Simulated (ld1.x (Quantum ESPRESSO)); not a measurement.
## An all-electron radial function and its pseudo partner (H (Z = 1))

Columns: radius, all-electron u(r) and pseudo u(r) of the 1s shell (level -6.54 eV) of hydrogen in the configuration 1s1; revPBE, non-relativistic, TM scheme, ld1.x (Quantum ESPRESSO) 7.5.

```csv
r (bohr),all-electron,pseudo
0.060,0.1093,0.0887
0.120,0.2055,0.1756
0.180,0.2899,0.2591
0.240,0.3635,0.3373
0.300,0.4274,0.4090
0.360,0.4824,0.4729
0.420,0.5295,0.5282
0.480,0.5695,0.5746
0.540,0.6030,0.6122
0.600,0.6307,0.6416
0.660,0.6532,0.6639
0.720,0.6711,0.6800
0.780,0.6849,0.6914
0.840,0.6949,0.6991
0.900,0.7017,0.7039
0.960,0.7055,0.7065
1.020,0.7068,0.7070
1.080,0.7057,0.7057
1.140,0.7026,0.7026
1.200,0.6977,0.6977
1.260,0.6913,0.6913
1.320,0.6835,0.6835
1.380,0.6745,0.6745
1.440,0.6645,0.6645
1.500,0.6536,0.6536
1.560,0.6420,0.6420
```

**Question.** How many radial nodes do the two functions have?

**Answer.** The all-electron 1s function has n − l − 1 = 0; the pseudo-wave has 0.

**Question.** At about which radius was the pseudo-wave matched?

**Answer.** 1.20 bohr. The columns agree to 0.0005 from 1.02 bohr on; several derivatives are matched, so the curves merge somewhat inside the radius.

**Question.** Is the pseudo-wave norm-conserving?

**Answer.** Yes: the TM scheme keeps the norm inside the radius equal to the all-electron one, which fixes the energy derivative of the logarithmic derivative at the level.
